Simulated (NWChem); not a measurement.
Species: CH2I cation

```xyz
4

C      0.0000     0.0000     1.6969
I      0.0000     0.0000    -0.2658
H      0.0000     0.9624     2.2456
H      0.0000    -0.9624     2.2456
```
Atoms are numbered in this order, from 1.

Level: PBE-D3(BJ)/def2-SVP with def2 effective core potentials on I (NWChem), optimised geometry, unscaled harmonic frequencies. def2 effective core potentials on I; no spin-orbit coupling.

```csv
frequency (cm⁻¹),IR intensity (km/mol)
739,39.7
857,5.5
956,53.3
1341,0.1
3039,44.2
3190,64.0
```

| Item | Value |
|---|---|
| zero-point energy | 14.5 kcal/mol |
| thermal correction to the enthalpy at 298.15 K (with zero-point energy) | 17.0 kcal/mol |
| heat capacity Cv | 7.8 cal/(mol K) |
| entropy at 298.15 K and 1 atm (symmetry number 2) | 60.0 cal/(mol K) |

Rigid rotor and harmonic oscillator.
